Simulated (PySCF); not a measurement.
A structure optimised at PBE-D3(BJ)/def2-SVP, used in a PySCF frequency run:

```
Si
N 1 1.7172
H 2 1.0223 1 118.93
H 2 1.0237 3 111.86 1 -143.57
N 1 1.7185 2 108.31 3 161.30
H 5 1.0226 1 118.57 2 161.95
H 5 1.0235 6 111.56 1 -142.50
Cl 1 2.0898 2 117.10 3 -81.01
Br 1 2.2548 2 104.41 3 35.70
```

Q: Write its SMILES and formula.

A: N[Si](N)(Cl)Br, BrClH₄N₂Si

Q: What are its rotational constants (standard atomic weights)?

A: 2.5000, 1.2369, 1.0625 GHz
